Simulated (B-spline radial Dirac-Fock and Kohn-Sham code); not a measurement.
## 5p3/2 photoionisation of W⁴⁺ near threshold

System: W⁴⁺ in the configuration [Xe] 4f14 5d2. The computed 5p3/2 threshold is 90.53 eV; without correlation, outer thresholds are uncertain by 1 to 2 eV. With an open shell the threshold is an average over the terms of the final ion.

Input of the calculation (task.json; shells as n, l, electrons):

```json
{"items": [{
  "Z": 74,
  "q": 4,
  "cfg": [[1, 0, 2], [2, 0, 2], [2, 1, 6], [3, 0, 2], [3, 1, 6], [3, 2, 10], [4, 0, 2], [4, 1, 6], [4, 2, 10], [4, 3, 14], [5, 0, 2], [5, 1, 6], [5, 2, 2]],
  "A": 184,
  "rrms": 5.3658,
  "do": ["binding", "quiet", "photo", "scan"],
  "hv": [21.22, 150, 158.0, 163.0, 200, 800, 833.0, 1486.9, 2000, 21900.0, 40500.0, 50500.0, 59318.2, 80000, 83600.0, 115000.0]
}]}
```

Run with: `python xray_run.py task.json out`

These are calculated numbers from a radial B-spline solver; the model is Dirac-Hartree-Slater photoionisation with all multipoles and Dirac-Fock thresholds. Interchannel coupling and autoionising resonances are not included, so magnitudes near threshold are approximate.

| kinetic energy (eV) | σ (Mb) | β |
| --- | --- | --- |
| 1.5 | 0.587 | 0.92 |
| 2.3 | 0.573 | 0.89 |
| 3.7 | 0.552 | 0.83 |
| 5.7 | 0.521 | 0.75 |
| 9.0 | 0.477 | 0.62 |
| 14.0 | 0.422 | 0.46 |
| 21.9 | 0.357 | 0.22 |
| 34.2 | 0.283 | -0.05 |
| 53.5 | 0.218 | -0.26 |
| 83.7 | 0.167 | -0.24 |
| 130.9 | 0.129 | 0.05 |
| 204.6 | 0.0969 | 0.46 |
| 319.9 | 0.0685 | 0.85 |

The cross section shows no minimum in this range. It is largest at the lowest energy, 0.587 Mb. β ranges from -0.28 (at 66.9 eV) to 1.02.
